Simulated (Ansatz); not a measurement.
Species: sum formula GeOCl, net charge -1, singlet state. SMILES of the parent species: [Cl][Ge]=[O]
Structure (B3LYP-D3(BJ)/def2-TZVP (Ansatz, an electronic-structure program) minimum search):
```xyz
3

Ge     0.4503     0.4439    -0.3239
O     -0.8502     1.2959    -0.9344
Cl    -0.4475    -1.4455     1.0493
```
Charge -1, spin multiplicity 1.

Parts of the frozen-core correlation energy in STO-3G (Ansatz, hartree). Frozen orbitals: 20; correlated occupied orbitals by spin: 9 and 9; virtual: 3 and 3. No spin-orbit coupling. No relativistic terms. The restricted reference is unstable.

| term | value |
|---|---|
| reference (HF) | -2580.07372 |
| MP2 opposite-spin | -0.09698 |
| MP2 same-spin | -0.03212 |
| CCSD correlation | -0.12649 |
| (T) | -0.01336 |
| FCI minus CCSD(T) | -0.00067 |
| T1 diagnostic | 0.030 |
| largest doubles amplitude | 0.209 |
